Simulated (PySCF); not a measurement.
## Worked example: chemical shift, span and skew from a shielding tensor

Si(Cl)2(F)(GeH3) (Cl2FGeH3Si), SMILES F[Si](Cl)(Cl)[GeH3]. Atoms are numbered in the order given.

```xyz
8

F      0.8474    -1.8874     0.0000
Si     0.5362    -0.2992     0.0000
Cl     1.4230     0.4960    -1.6642
Cl     1.4230     0.4960     1.6642
Ge    -1.7729     0.1148     0.0000
H     -2.4009    -0.4979    -1.2568
H     -2.4009    -0.4979     1.2568
H     -1.9792     1.6336     0.0000
```

Geometry optimised at ωB97X-D3(BJ)/def2-SVP.

GIAO shieldings from PBE/pcSseg-1 run with PySCF, non-relativistic, no solvent. The symmetric part of the tensor of Si2 has the principal values 285.1, 303.6, 323.6 ppm. The same nucleus in TMS has σ = 335.4 ppm at this level (PySCF, at its B3LYP-D3(BJ)/def2-TZVP geometry). Without spin–orbit terms, shifts of atoms bonded to Cl or Br come out too high.

**Question.** Work out the isotropic shielding, the ²⁹Si shift against TMS, the span and the skew.

**Answer.** 
σ(iso) = (σ11 + σ22 + σ33)/3 = 304.1 ppm. δ = σ(ref) − σ(iso) = 335.4 − (304.1) = 31.3 ppm.
Span Ω = σ33 − σ11 = 38.5 ppm. Skew κ = 3(σ(iso) − σ22)/Ω = 0.04. Tumbling in solution averages the tensor to δ; in a static solid the shielding alone would spread this spin-1/2 line over Ω.
